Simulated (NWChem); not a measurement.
System meant: CH3ClO3Si; SMILES O=C[Si](O)(O)Cl

The following NWChem deck was run.

```
start job
memory heap 200 mb stack 900 mb global 1100 mb
geometry units angstroms noautoz
  O      0.530150     2.330501    -0.382292
  C      0.398675     1.525968     0.513268
  Si    -0.387833    -0.150563     0.034225
  O     -1.711091    -0.389360     0.975121
  O     -0.711234     0.007685    -1.567484
  Cl     0.957389    -1.682344     0.332635
  H      0.738423     1.776480     1.551856
  H     -2.228545    -1.193938     0.869825
  H     -0.422072     0.877592    -1.883535
end
basis spherical
  O library def2-svp
  C library def2-svp
  Si library def2-svp
  Cl library def2-svp
  H library def2-svp
end
dft
  odft
  mult 2
  xc pbe0
  iterations 150
  mulliken
end
task dft energy
```

End of the output:

```
 Summary of "ao basis" -> "" (spherical)
 ------------------------------------------------------------------------------
       Tag                 Description            Shells   Functions and Types
 ---------------- ------------------------------  ------  ---------------------
 O                          def2-svp                 6       14   3s2p1d
 C                          def2-svp                 6       14   3s2p1d
 Si                         def2-svp                 8       18   4s3p1d
 Cl                         def2-svp                 8       18   4s3p1d
 H                          def2-svp                 3        5   2s1p

                                 NWChem DFT Module
                                 -----------------

 Summary of "ao basis" -> "ao basis" (spherical)
 ------------------------------------------------------------------------------
       Tag                 Description            Shells   Functions and Types
 ---------------- ------------------------------  ------  ---------------------
 O                          def2-svp                 6       14   3s2p1d
 C                          def2-svp                 6       14   3s2p1d
 Si                         def2-svp                 8       18   4s3p1d
 Cl                         def2-svp                 8       18   4s3p1d
 H                          def2-svp                 3        5   2s1p

  number of electrons :                   64
  multiplicity        :                    2
 ------------------------------------------------------------------------
  no. of electrons and multiplicity not compatible                  64
 ------------------------------------------------------------------------
 ------------------------------------------------------------------------
  current input line :
    28: task dft energy
 ------------------------------------------------------------------------
 ------------------------------------------------------------------------
 There is an error in the input file
 ------------------------------------------------------------------------
 For more information see the NWChem manual at https://nwchemgit.github.io

0: no. of electrons and multiplicity not compatible:Received an Error in Communication
```

What is wrong, and how is it mended?

The input was rejected before any calculation. Cause: the multiplicity doesn't fit the number of electrons (an even count wants an odd multiplicity, and the reverse). This input runs:
```
start job
memory heap 200 mb stack 900 mb global 1100 mb
geometry units angstroms noautoz
  O      0.530150     2.330501    -0.382292
  C      0.398675     1.525968     0.513268
  Si    -0.387833    -0.150563     0.034225
  O     -1.711091    -0.389360     0.975121
  O     -0.711234     0.007685    -1.567484
  Cl     0.957389    -1.682344     0.332635
  H      0.738423     1.776480     1.551856
  H     -2.228545    -1.193938     0.869825
  H     -0.422072     0.877592    -1.883535
end
basis spherical
  O library def2-svp
  C library def2-svp
  Si library def2-svp
  Cl library def2-svp
  H library def2-svp
end
dft
  xc pbe0
  iterations 150
  mulliken
end
task dft energy
```
It converges to -1014.40566 Ha (PBE0/def2-SVP).
